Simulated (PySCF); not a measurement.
# What a mistake does to a calculation on GeH6N2Si

Calculated results; nothing here was measured. They come from PySCF 2.14.0, an open-source quantum chemistry program, on an isolated molecule that a program drew, which may never have been made. The molecule is GeH6N2Si (charge 0, singlet), drawn as the SMILES string `N[SiH2][Ge][NH2]`.

Each row is a Hartree-Fock (HF) and frozen-core CCSD(T) single point in the cc-pV(D+d)Z basis, meant for a local HF minimum. Run 1 is clean. Each other run has one planted mistake out of seven kinds, and not every kind appears here: one electron removed, one electron added, multiplicity raised by two, geometry at a saddle point, minimal basis STO-3G, one bond length entered in bohr, all coordinates scaled. The reference is restricted for singlets and unrestricted otherwise, and also for a bond in bohr. Adding or removing an electron swaps singlet and doublet. Electrons count all cores. HOMO and LUMO are orbital energies over both spins, the gradient is its largest component, and the lowest frequency (negative if imaginary) is given only where the gradient is small. Bond lengths are over the 9 bonds as drawn. T1 is the CCSD diagnostic: over 0.02 (restricted) or 0.045 (unrestricted) a single reference is doubtful. Germanium has the cc-pVDZ-PP basis, with a core potential (ECP10MDF) in place of its 10 inner electrons, and its 3s, 3p and 3d shells are frozen in CCSD(T).

Geometry of the clean run:
```xyz
10
GeH6N2Si, angstrom
N    -0.8083    4.3681   -0.7954
Si   -1.3724    2.7248   -0.8247
Ge    0.3560    1.3128   -1.9261
N     0.1530   -0.1175   -0.8285
H    -0.4135    4.7442   -1.6383
H    -1.3854    5.0671   -0.3626
H    -1.6284    2.3205    0.5848
H    -2.6768    2.5424   -1.5349
H    -0.4556   -0.1921   -0.0350
H     0.6963   -0.9511   -0.9551
```

| run | electrons | basis functions | <S^2> | HOMO (eV) | LUMO (eV) | gradient (hartree/bohr) | lowest frequency (cm^-1) | mean bond (Å) | longest bond (Å) | T1 | HF (hartree) | CCSD(T) (hartree) | mistake |
|---|---|---|---|---|---|---|---|---|---|---|---|---|---|
| 1 | 66 | 104 | 0.000 | -7.92 | 1.42 | 1.1e-05 | 34 | 1.4489 | 2.489 | 0.0172 | -694.73347 | -695.32477 | no fault |
| 2 | 66 | 104 | 0.000 | -8.10 | 1.07 | 3.9e-02 | - | 1.5329 | 2.633 | 0.0205 | -694.70574 | -695.31002 | all coordinates scaled |
| 3 | 67 | 104 | 0.763 | -0.05 | 7.89 | 3.9e-02 | - | 1.4489 | 2.489 | 0.0153 | -694.70753 | -695.30346 | one electron added |
| 4 | 65 | 104 | 0.784 | -15.23 | -6.04 | 5.6e-02 | - | 1.4489 | 2.489 | 0.0235 | -694.47783 | -695.04676 | ? |
| 5 | 66 | 104 | 2.020 | -6.29 | 0.14 | 2.8e-02 | - | 1.4489 | 2.489 | 0.0176 | -694.67702 | -695.24663 | ? |

**Which mistake was planted in run 4, and what did it cost?**

It counts 65 electrons, one fewer than the clean run, at the same geometry and basis. So the mistake is: one electron removed. Subtracting run 1 and multiplying by 627.51 kcal/mol a hartree, the energy moved by 160.4 kcal/mol in HF and 174.5 kcal/mol in CCSD(T).

**Which mistake was planted in run 5, and what did it cost?**

Electrons, basis and geometry are unchanged, and <S^2> is 2.020, beside S(S+1) = 2.00 for a multiplicity of 3. So the mistake is: multiplicity raised by two. Subtracting run 1 and multiplying by 627.51 kcal/mol a hartree, the energy moved by 35.4 kcal/mol in HF and 49.0 kcal/mol in CCSD(T).

Cautions from the logs. Run 2: T1 is over the limit, so its CCSD(T) energy is less reliable; run 3: the added electron raises the CCSD(T) energy, so it isn't bound in this basis.
